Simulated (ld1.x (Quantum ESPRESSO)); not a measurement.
What one change does to a pseudopotential (boron, TM)

- Element: B (Z = 5)
- Generator: ld1.x (Quantum ESPRESSO) 7.5
- Type: norm-conserving Troullier–Martins (Kleinman–Bylander form)
- Functional: PBE
- Relativity: non-relativistic
- Frozen core: [He]
- Valence charge: 3
- Reference configuration: 2s2 2p0.5 (charge +0.5)
- Partial waves: 2s (bound): rc 1.30 bohr; 2p (bound): rc 2.65 bohr
- Local potential: the p channel
- Core correction: none

Change: reference 2s1 2p0.

Cutoffs: the cutoffs (Ry, on a coarse ladder) from which the occupation-weighted sum of valence levels, in a spherical-Bessel basis at the reference potential, stays within 10 and 1 mRy of its value at 400 Ry; they do not see the model core or the augmentation charge, which bear on the density cutoff. Errors are all-electron minus pseudo energies relative to the spin-unpolarised reference configuration.

**Question.** What does the change do?

**Answer.** The potential gets neither clearly harder nor softer (21 Ry and 55 Ry → 21 Ry and 50 Ry); the range in which the s phases agree narrows (upper end 0.7 → -0.6); the range in which the p phases agree narrows (upper end 0.6 → -0.7); neither file shows a bound ghost.

```csv
quantity,base,changed
"cutoff, loose",21 Ry,21 Ry
"cutoff, tight",55 Ry,50 Ry
bound ghosts,none,none
"largest error over its own tests, meV",+108,+433
s: phases at 2.88 bohr within 0.05 rad from the reference energy up to (Ry; the scan ends near 5),0.7,-0.6
p: phases at 2.88 bohr within 0.05 rad from the reference energy up to (Ry; the scan ends near 5),0.6,-0.7
```
